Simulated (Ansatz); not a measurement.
Pt₄H₇, relaxed as a doublet with UKS r2SCAN-D4/def2-SVP in Ansatz, starting from the GFN1-xTB geometry. Force threshold 0.02 eV/Å.

In the def2 sets Pt takes a core potential; there is no spin–orbit coupling. The charge 0 doublet is spin-contaminated (final ⟨S²⟩ up to 1.61, 0.75 for a pure state). In the doublet, H7 and H10 lie 0.85 Å apart, H8 and H11 lie 0.86 Å apart (atoms count from 1), so H2 has formed as a molecule. Another isomer (doublet) lies 1.52 eV lower at PBE0-D4/def2-TZVP; other spin states weren't run for this one.

Start:

```csv
atom,x (Å),y (Å),z (Å)
Pt1,-0.755,-0.874,1.258
Pt2,1.144,0.875,0.451
Pt3,0.458,-1.058,-0.850
Pt4,-1.102,0.804,-0.470
H5,-1.265,-1.535,2.594
H6,0.675,-2.348,-2.087
H7,-2.568,1.440,-1.292
H8,2.515,1.862,0.960
H9,1.161,-2.562,-1.538
H10,-2.549,1.849,-0.647
H11,2.286,1.547,1.620
```

| step | energy (eV) | largest force component (eV/Å) | SCF passes |
| --- | --- | --- | --- |
| 1 | -13108.0996 | 4.843 | 114 |
| 2 | -13109.3188 | 0.898 | 58 |
| 3 | -13109.6168 | 0.583 | 39 |
| 4 | -13109.7481 | 0.414 | 39 |
| 5 | -13109.8115 | 0.194 | 34 |
| 6 | -13109.8237 | 0.300 | 39 |
| 7 | -13109.8410 | 0.156 | 33 |
| 8 | -13109.8471 | 0.086 | 32 |
| 9 | -13109.8514 | 0.061 | 33 |
| 10 | -13109.8541 | 0.146 | 29 |
| 11 | -13109.8974 | 0.412 | 34 |
| 13 (rejected) | -13109.5508 | 2.098 | 38 |
| 15 | -13110.0547 | 0.261 | 39 |
| 17 | -13110.0841 | 0.526 | 41 |
| 19 (rejected) | -13110.0214 | 0.738 | 38 |
| 21 | -13110.1307 | 0.135 | 34 |
| 23 | -13110.1371 | 0.156 | 32 |
| 25 | -13110.1415 | 0.033 | 30 |
| 27 | -13110.1437 | 0.045 | 37 |
| 29 (rejected) | -13110.1370 | 0.615 | 43 |
| 31 | -13110.1601 | 0.221 | 35 |
| 33 | -13110.1703 | 0.285 | 37 |
| 35 | -13110.1766 | 0.024 | 36 |
| 37 | -13110.1775 | 0.027 | 31 |
| 39 | -13110.1776 | 0.006 | 34 |

Force components are those of the run's own axes.

End:

Cartesian coordinates in Å:
```
Pt -0.6853 -0.3951 1.4251
Pt 1.1088 1.3088 0.6466
Pt 0.4384 -0.8691 -0.9061
Pt -1.2014 1.2880 -0.4771
H -0.8200 -1.9055 1.8730
H -0.2667 -2.0009 -1.6961
H -2.5152 0.8532 -1.5940
H 2.8003 0.9082 0.9911
H 1.4300 -2.0558 -0.8129
H -2.8962 1.3990 -1.0594
H 2.6073 1.4692 1.6097
```

By distances, no bond broke or formed. The bond that changes most is Pt2–Pt3, from 2.43 to 2.76 Å (atoms count from 1). A close non-bonded pair moves further: H6–H9, from 0.76 to 1.91 Å.

No frequencies were taken in this run, so the end may be a saddle point.

Hardware: 4 threads of Arm Neoverse V1 on a shared host. Wall time 7.6 min.
